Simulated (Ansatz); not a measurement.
`[I][Al]1[CH2][CH2]1`, relaxed with RKS PBE-D4/def2-SVP in the Gaussian-basis code of Ansatz from a rough embedded geometry. The force threshold is 0.03 eV/Å; the program also tests the step.

Total charge 0; spin multiplicity 1. I takes the def2 core potential.

Start:

```xyz
8

I     2.800   -1.515    1.958
Al    1.105   -0.544    0.301
C    -0.159    0.911   -0.183
C    -0.753   -0.417   -0.428
H     0.049    1.427   -1.183
H    -0.568    1.530    0.631
H    -1.551   -0.664    0.354
H    -0.923   -0.727   -1.450
```

Task: By how much does the energy fall, and how many steps does the optimiser take? (Best estimate.)

Result: Computed: 12.37 kcal/mol, in 4 steps.

Task: Which bonds change most? (Estimate.)

Result: Computed: C3–C4 from 1.475 to 1.610 Å; I1–Al2 from 2.562 to 2.469 Å; Al2–C4 from 2.000 to 1.920 Å; Al2–C3 from 1.988 to 1.920 Å.

Task: Give the relaxed structure. (Estimate.)

Result: Ansatz gave: 
```xyz
8

I     2.892   -1.521    1.704
Al    0.954   -0.506    0.559
C    -0.084    0.946   -0.149
C    -0.743   -0.511   -0.340
H     0.193    1.457   -1.091
H    -0.656    1.639    0.498
H    -1.690   -0.668    0.211
H    -0.866   -0.835   -1.392
```
